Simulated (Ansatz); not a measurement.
`O[SiH]([SiH3])[TeH]` + `CCC` → `CCC[TeH]` + `O[SiH2][SiH3]`  (formal exchange of groups at a Te–Si bond)

Program: Ansatz. Geometries: PBE0-D4/def2-TZVP. ΔE: electronic, gas phase. CCSD(T)/CBS is the MP2 limit (def2-TZVPP, def2-QZVPP) plus CCSD(T) − MP2 in def2-TZVPP, frozen cores. Functionals use def2-TZVPP. B3LYP here is the variant with VWN-RPA as its local correlation; programs differ in this. def2 core potentials past Kr. For Te outer-core shells are correlated without core-valence functions, which leaves a few kJ/mol of doubt a bond. Each species was taken in one conformer, which may not be the lowest.

```json
{"level": "B3LYP-D4", "ΔE (eV)": "1.16"}
{"level": "ωB97M-V", "ΔE (eV)": "1.16"}
{"level": "B2PLYP", "ΔE (eV)": "1.13"}
{"level": "PBE0", "ΔE (eV)": "1.21"}
{"level": "B3LYP", "ΔE (eV)": "1.13"}
{"level": "HF/def2-TZVPP", "ΔE (eV)": "1.12"}
{"level": "SCS-MP2/def2-TZVPP", "ΔE (eV)": "1.07"}
{"level": "CCSD/CBS(def2)", "ΔE (eV)": "1.13"}
```

Task: What does CCSD(T)/CBS give? (Best estimate.)

Result: Computed: +1.13 eV. The listed levels differ from it by 0.03, 0.03, 0.00, 0.08, 0.00, -0.01, -0.06, 0.00 eV.

Largest T1 diagnostic among the species: 0.012.

The D4 term adds +0.03 eV with B3LYP and +0.02 eV with PBE0; it sums over pairs of atoms, weighted by their polarisabilities, and B3LYP, whose exchange is more repulsive, gets the larger term.
